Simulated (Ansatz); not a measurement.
`F[SiH]([SiH3])I` → `[SiH3]I` + `F[SiH]` at 500 K and 1 bar (silylene formation by 1,1-elimination).

Gas-phase electronic energies from Ansatz, PBE0-D4/def2-TZVP geometries. CCSD(T)/CBS adds triple-zeta CCSD(T) − MP2 to the extrapolated MP2 energy (def2 sets, frozen cores). This one scheme is used for every species. def2 core potentials past Kr. For I outer-core shells are correlated without core-valence functions, which leaves a few kJ/mol of doubt a bond.

```
          species  CCSD(T)/CBS energy (Eh)  H − E (kJ/mol)  S (J/(mol·K))
`F[SiH]([SiH3])I`               -977.89058           142.7          423.4
        `[SiH3]I`               -588.34840            91.1          303.2
         `F[SiH]`               -389.46371            40.7          260.3
```

H − E and S are ideal-gas, rigid-rotor, harmonic terms from PBE0-D4/def2-TZVP, for one conformer and one mirror image of each species. 1 Eh = 2625.50 kJ/mol, R = 8.31446 J/(mol·K).

Question: By hand: ΔE, ΔH, ΔS and ΔG.

Answer: ΔE = (-588.34840) + (-389.46371) − (-977.89058) = 0.07847 Eh = 206.0 kJ/mol. Δ(H − E) = 91.1 + 40.7 − 142.7 = -10.9, so ΔH = 195.1 kJ/mol. ΔS = 303.2 + 260.3 − 423.4 = 140.1 J/(mol·K). ΔG = 195.1 − 500 × (140.1)/1000 = 125.0 kJ/mol.

Question: By hand: the equilibrium constant, and the temperature at which ΔG would vanish if ΔH and ΔS stayed fixed.

Answer: log₁₀ K = −ΔG/(RT ln 10) = -13.1. ΔG = 0 at ΔH/ΔS = 1393 K.

The number of gas molecules changes by +1, which sets the sign of ΔS. A doubt of 5 kJ/mol in ΔE shifts log₁₀ K by 0.5 here. Other conformers and mirror images would add mixing entropy, several J/(mol·K) or more a flexible species. These are equilibria of isolated gas molecules and say nothing of rates. Largest T1 diagnostic: 0.015 (customary marks: 0.02 for closed shells, 0.045 for open ones).
